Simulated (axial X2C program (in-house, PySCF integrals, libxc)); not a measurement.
Nuclear properties of NiSb

Calculated with an in-house all-electron X2C program for linear molecules (integrals from PySCF): two-component X2C with atomic mean-field Coulomb and Gaunt terms, Gaussian nuclei, basis Sb dyall-cv3z, Ni dyall-cv3z with contracted cores.

R = 2.394 Å (near the PBE0 minimum at charge 0 of the determinant lowest at the starting distance; the state shown can have its own minimum elsewhere).

Input and command:
```json
{"zs": [51, 28], "q": 0, "bas": ["dyall-cv3z", "dyall-cv3z"], "r0": 2.5, "levels": ["PBE0", "HF", "LDA", "PBE50", "PBE"], "nst": 3}
```
```bash
python soeom.py task.json out
```

Keys: zs atomic numbers; q charge; bas basis sets; r0 starting distance in Å; levels methods; nst determinants followed.

Determinant lowest in the PBE0 search, Ω = 7/2 (⟨Sz⟩ = 1.49, ⟨Lz⟩ = 2.01 at PBE0), spin on the atoms Sb 0.95, Ni 0.54:

```json
{"level": "PBE0", "Eeff magnitude (GV/cm)": "0.961", "Ws magnitude Sb (kHz)": "0.157", "A∥/gI Sb (MHz)": "-254", "qzz Sb (a.u.)": "-2.51", "A∥/gI Ni (MHz)": "278", "qzz Ni (a.u.)": "-2.65", "μ (D)": "2.32"}
{"level": "HF", "Eeff magnitude (GV/cm)": "0.441", "Ws magnitude Sb (kHz)": "0.106", "A∥/gI Sb (MHz)": "-235", "qzz Sb (a.u.)": "-4.57", "A∥/gI Ni (MHz)": "227", "qzz Ni (a.u.)": "-3.23", "μ (D)": "4.25"}
{"level": "LDA", "Eeff magnitude (GV/cm)": "1.45", "Ws magnitude Sb (kHz)": "0.229", "A∥/gI Sb (MHz)": "-227", "qzz Sb (a.u.)": "-1.13", "A∥/gI Ni (MHz)": "306", "qzz Ni (a.u.)": "-2.34", "μ (D)": "1.55"}
{"level": "PBE50", "Eeff magnitude (GV/cm)": "0.905", "Ws magnitude Sb (kHz)": "0.163", "A∥/gI Sb (MHz)": "-248", "qzz Sb (a.u.)": "-3.49", "A∥/gI Ni (MHz)": "261", "qzz Ni (a.u.)": "-2.92", "μ (D)": "3.09"}
{"level": "PBE", "Eeff magnitude (GV/cm)": "0.965", "Ws magnitude Sb (kHz)": "0.147", "A∥/gI Sb (MHz)": "-243", "qzz Sb (a.u.)": "-1.29", "A∥/gI Ni (MHz)": "301", "qzz Ni (a.u.)": "-2.36", "μ (D)": "1.67"}
```

Eeff is the effective electric field on the electron electric dipole moment in this Ω state and Ws the scalar–pseudoscalar constant of the nucleus named (defined with the proton number Z and per Ω); A∥ (defined per Ω) follows by multiplying with gI = μI/(I μN); qzz is the electric field gradient, eQq0 = 234.96 MHz × Q/barn × qzz; μ is positive if the Ni end (last atom) is positive. The operators were transformed with the bare-nucleus X2C matrices; with these basis sets, hyperfine constants and field gradients can be off by tens of per cent, and where levels differ in sign neither size nor sign is settled.

(1) With gI(121Sb) = 1.3454, gI(61Ni) = -0.5000, Q(61Ni) = 0.162 barn (g factors from the IAEA table of nuclear moments by Stone; Q from Pyykkö, Mol. Phys. 2018), turn the PBE0 values of the first state into constants in MHz.

Each state is one determinant with collinear spin, which with several unpaired electrons need not be a pure state. Unrestricted Hartree–Fock can overshoot spin polarisation at the nuclei. With several open shells hyperfine constants can be off by a factor of several. Where Eeff spreads by more than a factor of two the levels disagree and none is to be relied on. At LDA, PBE a later determinant lies lower. States lie within half an eV, so the first need not be the ground state. Further determinants of the search, some of them spin-mixed, are not shown. Where a field gradient or hyperfine factor spreads by more than a factor of two over the levels, a constant derived from it is not to be relied on.

Answers

(1) A∥(121Sb) = -254 × 1.3454 = -342 MHz; A∥(61Ni) = 278 × -0.5000 = -139 MHz; eQq0(61Ni) = 234.96 × (0.162) × (-2.65) = -101 MHz.
